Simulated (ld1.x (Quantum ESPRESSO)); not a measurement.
Mn: PAW pseudisation with BLYP, scalar-relativistic reference atom.

ld1.x (Quantum ESPRESSO) 7.5 input, shortened:

```
&input
   title='Mn', zed=25., rel=1, dft='BLYP', iswitch=3,
   config='[Ar] 3d5 4s1 4p1'
 /
 &inputp
   pseudotype=3, lpaw=.true., tm=.true., lloc=-1, rcloc=1.15,
   nlcc=.true.,
   which_augfun='PSQ', rmatch_augfun_nc=.true.
 /
6
4S  1  0   1.00   0.00  0.85  1.05  0.0
4S  1  0   0.00   2.05  0.85  1.05  0.0
4P  2  1   1.00   0.00  1.80  2.35  0.0
4P  2  1   0.00   0.85  1.80  2.35  0.0
3D  3  2   5.00   0.00  1.30  1.65  0.0
3D  3  2   0.00   0.20  1.30  1.65  0.0
 &test
   configts(1)='3d5 4s1 4p1'
 /
```

Does the generator finish with these settings?

No. ld1.x (Quantum ESPRESSO) 7.5 stopped with "run_pseudo: Errors in PS-KS equation": the pseudo-atom solver did not find the valence states with the expected number of nodes, which is the usual sign of a ghost state. The 4s radius of 1.05 bohr lies inside the outermost node of the all-electron wave at 1.05 bohr. Before that it printed "Warning: n=1, l=0 expected 0 nodes, found 1".
